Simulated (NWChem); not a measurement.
Species: C$_{3}$H$_{5}$F$_{3}$; SMILES C[C@@H](F)C(F)F

```xyz
11

C     -0.7507    -1.7488     0.3733
C      0.3112    -0.6637     0.3849
F      1.1237    -0.8050    -0.7334
C     -0.2790     0.7397     0.3582
F      0.7244     1.6608     0.3253
F     -1.0459     0.9069    -0.7586
H     -1.3843    -1.6415    -0.5114
H     -0.2728    -2.7320     0.3510
H     -1.3814    -1.6920     1.2678
H      0.9502    -0.7383     1.2747
H     -0.9040     0.9377     1.2384
```
Atoms are numbered in this order, from 1.

Level: B3LYP/6-31G* (spherical d) (NWChem), optimised geometry, unscaled harmonic frequencies. 

Problem. List the harmonic frequencies with IR intensities, and the thermochemistry.

Solution. 
| frequency (cm⁻¹) | IR intensity (km/mol) |
|---|---|
| 81 | 0.1 |
| 224 | 1.1 |
| 237 | 0.6 |
| 253 | 0.8 |
| 359 | 0.8 |
| 480 | 15.8 |
| 549 | 2.8 |
| 732 | 21.2 |
| 851 | 46.4 |
| 940 | 1.8 |
| 1033 | 55.9 |
| 1122 | 84.1 |
| 1147 | 57.1 |
| 1161 | 50.0 |
| 1213 | 78.5 |
| 1356 | 13.8 |
| 1398 | 12.9 |
| 1431 | 35.2 |
| 1443 | 30.8 |
| 1447 | 3.6 |
| 1518 | 6.4 |
| 1530 | 3.5 |
| 3057 | 24.9 |
| 3066 | 7.0 |
| 3076 | 59.1 |
| 3138 | 19.4 |
| 3158 | 12.5 |

| Item | Value |
|---|---|
| zero-point energy | 51.4 kcal/mol |
| thermal correction to the enthalpy at 298.15 K (with zero-point energy) | 56.0 kcal/mol |
| heat capacity Cv | 21.0 cal/(mol K) |
| entropy at 298.15 K and 1 atm (symmetry number 1) | 78.9 cal/(mol K) |
| dipole moment | 2.96 D |

Rigid rotor and harmonic oscillator; modes under 100 cm⁻¹ make the entropy uncertain.
